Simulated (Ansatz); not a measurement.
A structure relaxed at PBE0-D4/def2-TZVP, charge 0, multiplicity 1:

```xyz
11

O     2.954   -1.187    0.102
Zn    1.626   -0.034   -0.129
N     0.499    1.392   -0.457
B    -0.876    1.275   -0.306
Si   -1.486   -0.557    0.292
H     2.678   -2.060    0.386
H     0.867    2.286   -0.754
H    -1.611    2.201   -0.520
H    -2.130   -0.639    1.633
H    -2.330   -1.324   -0.665
H    -0.192   -1.352    0.417
```

(1) Give its formula and SMILES.

(2) Point group (tolerance 0.08 Å, 0.16 Å for H)?

(3) Summarise the bond lengths by kind.

## Answers

(1) BH6NOSiZn, `[OH][Zn][NH]B[SiH3]`.

(2) Cs.

(3) 1 × O–Zn 1.774 Å; 1 × H–O 0.959 Å; 1 × N–Zn 1.847 Å; 1 × B–N 1.388 Å; 1 × H–N 1.011 Å; 1 × B–Si 2.021 Å; 1 × B–H 1.201 Å; 3 × H–Si 1.490 to 1.523 Å.

Program: Ansatz 0.2.0.
